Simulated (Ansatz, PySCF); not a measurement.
C4H10AlO, charge +1, singlet, at a GFN2-xTB geometry (such geometries of metal compounds can be far from the true shape). Base run: CCSD(T)/STO-3G (PySCF).

The PySCF input:
```python
from pyscf import gto, scf, cc

mol = gto.M(
    atom='''
Al   -0.10419977    0.57140530    1.33762439
C     0.04078877    1.18229227    3.19981155
H    -0.30812157    0.38742778    3.87011631
H    -0.57948601    2.07712581    3.33464422
H     1.08729508    1.42193573    3.42335730
O    -0.27442005    0.10268506   -0.18883442
C    -0.29740402   -0.40019465   -1.55155279
C    -0.34774280   -1.91414823   -1.49477208
C     0.92943384    0.12622446   -2.26953104
H    -1.21049240   -0.00054383   -2.00403294
H     0.55605354   -2.30441084   -1.02986935
H    -0.42551766   -2.31544039   -2.50181994
H    -1.21303812   -2.24442293   -0.92311787
H     0.94998055    1.21394957   -2.23989584
H     1.83408505   -0.25974759   -1.80261832
H     0.90874425   -0.19066576   -3.30893904
''',
    basis='sto-3g',
    charge=1,
    verbose=4,
)

mf = scf.RHF(mol)
mf.kernel()

mycc = cc.CCSD(mf)
mycc.kernel()
et = mycc.ccsd_t()
print('E(CCSD(T)) = %.10f' % (mycc.e_tot + et))
```

The same geometry, method and basis name were run in Ansatz (a program for electronic structure) and PySCF, at each program's defaults and at the settings that a row names. The base is PySCF at its defaults. Differences at the defaults can come from grids, fitting, cores and function types together.

```tsv
code and settings	ΔE vs base (mEh)	basis functions	E (Eh)	SCF cycles
PySCF, defaults (exact integrals, spherical functions, all electrons correlated)	0.000	44	-468.59256	9
Ansatz, defaults (factorised integrals, spherical functions, frozen core)	8.989	44	-468.58357	-
PySCF, frozen core	8.967	44	-468.58359	9
Ansatz, high accuracy, frozen core	8.967	44	-468.58359	-
```
